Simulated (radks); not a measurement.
Question: Sb, 51 electrons, occupied as [Kr] 4d10 5s2 5p3. All-electron calculation, Dirac Kohn-Sham, LDA (Slater exchange, Perdew-Wang correlation), spin-unpolarised, spherical densities, point nucleus; open shells are shared between the two j in proportion to 2j + 1; speed of light set to 685.18 atomic units (5 times the physical value, a model run). Program: a radial shooting solver on a logarithmic mesh with Libxc functionals. Some entries of the table are withheld. Estimate them.

orbital  occ.  eigenvalue (eV)  <r^2> (bohr^2)  <r> (bohr)
1s1/2       2        -29180.07             (1)     0.02979
2s1/2       2        -4341.318         0.01940      0.1285
2p1/2       2        -4069.513         0.01458         (2)
2p3/2       4        -4060.251         0.01463         (3)
3s1/2       2        -848.2778             (4)      0.3440
3p1/2       2        -735.2791          0.1297      0.3346
3p3/2       4        -733.5838          0.1300      0.3350
3d3/2       4              (5)          0.1107      0.3057
3d5/2       6              (6)          0.1108      0.3058
4s1/2       2        -137.8044          0.7608      0.8201
4p1/2       2         -99.5273          0.8529         (7)
4p3/2       4         -99.2115          0.8552         (8)
4d3/2       4         -35.2585           1.236       1.023
4d5/2       6         -35.2078           1.237       1.023
5s1/2       2         -12.1584           6.047       2.304
5p1/2       1          -5.0646           9.885       2.915
5p3/2       2          -5.0414           9.922       2.921
6s1/2       0          -0.4287           77.18       8.087

Answer: 
(1) 1s1/2 <r^2> (bohr^2): 0.001187
(2) 2p1/2 <r> (bohr): 0.1095
(3) 2p3/2 <r> (bohr): 0.1097
(4) 3s1/2 <r^2> (bohr^2): 0.1351
(5) 3d3/2 eigenvalue (eV): -523.4658
(6) 3d5/2 eigenvalue (eV): -523.0793
(7) 4p1/2 <r> (bohr): 0.8642
(8) 4p3/2 <r> (bohr): 0.8653
